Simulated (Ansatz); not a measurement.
Coupled-cluster diagnostics for the cluster Li₆Cl₅, Ansatz.

Geometry of the doublet (r2SCAN-D4/def2-SVP):

```
atom   x (Å)   y (Å)   z (Å)
 Li1  -1.777  -1.601   0.672
 Li2  -0.871   2.712  -0.358
 Li3   0.894  -2.318  -0.038
 Li4   0.466   0.448   1.302
 Li5   1.761   2.006  -1.057
 Li6  -0.489  -0.147  -1.691
 Cl7   0.069  -1.775   2.053
 Cl8   0.999   2.732   1.002
 Cl9  -1.011  -2.435  -1.348
Cl10   1.788  -0.296  -0.749
Cl11  -1.829   0.674   0.212
```

Correlated methods freeze 25 core orbitals; core or outer-core shells of Li are correlated, in sets that lack core-valence functions. Another isomer (doublet) lies 0.09 eV lower at PBE0-D4/def2-TZVP; other spin states weren't run for this one.

Q: Estimate the CCSD(T) correlation energy, the shares of MP2 and (T), T1 and the reference's ⟨S²⟩ for: charge 0, doublet, own geometry in def2-SVP; and the rough time on 4 threads of Arm Neoverse V2 on a shared host.

A: 
```tsv
state	basis	correlation (eV)	MP2 share (%)	(T) share (%)	T1	⟨S²⟩ (pure)	wall time
charge 0, doublet, own geometry	def2-SVP	-22.160	90.9	1.6	0.007	0.75 (0.75)	1.8 min
```
Customary marks for T1 are 0.02 (closed shells), 0.045 (open shells) and about 0.05 (3d metals). T1 stays under 0.02 throughout.
